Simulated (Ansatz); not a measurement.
Spectroscopic constants of Si$_{2}$-, multiplicity 4 (an upper state: multiplicity 2 came lower at CCSD(T)/def2-TZVPP on PBE0 minima).

The constants come from a fifth-degree fit in 1/R (seven points, main isotopes). Runs in def2 and cc sets follow the lowest solution found near the PBE0 minimum.

Cores are frozen in the correlated methods.

The values were computed with Ansatz (Gaussian basis) for Hartree–Fock, density functionals and correlated methods. Values without a source in brackets are computed.

| level | r_e (Å) | ω_e (cm⁻¹) | ω_e x_e (cm⁻¹) |
|---|---|---|---|
| PBE/def2-TZVPP | 2.449 | 373 | 1.7 |
| PBE0/def2-TZVPP | 2.413 | 403 | 1.6 |
| wB97X-V/def2-TZVPP | 2.384 | 433 | 1.5 |
| CCSD/def2-TZVPP | 2.408 | … | 1.7 |
| CCSD(T)/def2-TZVPP | … | … | 1.9 |

Problem. Fill in the missing entries.

Solution. 
- CCSD(T)/def2-TZVPP, r_e (Å): 2.423
- CCSD(T)/def2-TZVPP, ω_e (cm⁻¹): 395
- CCSD/def2-TZVPP, ω_e (cm⁻¹): 410

Ansatz is a program for electronic structure.
